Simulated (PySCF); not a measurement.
Two-dimensional NMR puzzle

Compound of formula C₉H₆ClP. Correlations simulated from computed shifts and the bond graph:

HSQC (one-bond C–H):
```tsv
δH	δC
8.98	129.2
8.75	153.9
8.52	139.9
8.24	137.0
8.10	134.0
7.98	133.6
```

COSY cross peaks (H two or three bonds apart, from the bond graph; peaks can be absent where the dihedral angle is near 90°):
```tsv
δH	δH
8.98	8.10
8.75	8.52
8.24	7.98
8.10	7.98
```

HMBC (two and three bonds, from the bond graph):
```tsv
δH	δC
8.98	187.1, 138.6, 137.5, 134.0, 133.6
8.75	187.1, 139.9, 138.6
8.52	153.9, 138.6, 137.5, 137.0
8.24	139.9, 138.6, 137.5, 134.0, 133.6
8.10	137.5, 137.0, 133.6, 129.2
7.98	138.6, 137.0, 134.0, 129.2
```

Carbons without hydrogens: δ 187.1, 138.6, 137.5.

No solvent model, a single conformation, non-relativistic. Shieldings: GIAO PBE0/pcSseg-1; structure optimised with GFN2-xTB; PySCF.

Chemical shifts δ = σref − σ; TMS for 1H and 13C, all at this level.

Exchangeable hydrogens are left out of these lists.

Q: Which molecule is this?

A: SMILES c1cc2ccpc(Cl)c2cc1.

Structure with atom numbers: `[Cl:1][c:2]1[p:3][cH:4][cH:5][c:6]2[cH:7][cH:8][cH:9][cH:10][c:11]12`. Each H is labelled by its parent atom.

1. δC 187.1 is C2, an aromatic carbon bearing chlorine.
2. δC 153.9 is C4, an aromatic CH (δH 8.75).
3. δC 139.9 is C5, an aromatic CH (δH 8.52).
4. δC 138.6 is C6, a ring-fusion aromatic carbon.
5. δC 137.5 is C11, a ring-fusion aromatic carbon.
6. δC 137.0 is C7, an aromatic CH (δH 8.24).
7. δC 134.0 is C9, an aromatic CH (δH 8.10).
8. δC 133.6 is C8, an aromatic CH (δH 7.98).
9. δC 129.2 is C10, an aromatic CH (δH 8.98).
10. HMBC from δH 8.98 reaches the proton-free carbons C2, C6, C11.
11. HMBC from δH 8.75 reaches the proton-free carbons C2, C6.
12. HMBC from δH 8.52 reaches the proton-free carbons C6, C11.
13. HMBC from δH 8.24 reaches the proton-free carbons C6, C11.
14. COSY links 8.98–8.10, 8.75–8.52, 8.24–7.98, 8.10–7.98.

This is the structure that produced the data.

Carbons that carry Cl, above all several Cl atoms, come out too deshielded, partly because spin–orbit coupling is missing. Shifts are as computed. Against solution values, carbons near 30 ppm lie about +3 ppm off and those near 130 ppm about +5 ppm; carbons on Cl a further +6 ppm. Of 1211 compounds with measured shifts, 218 miss one by over three times the rms of a fit or turn the order of signals round; such compounds aren't used in these exercises.
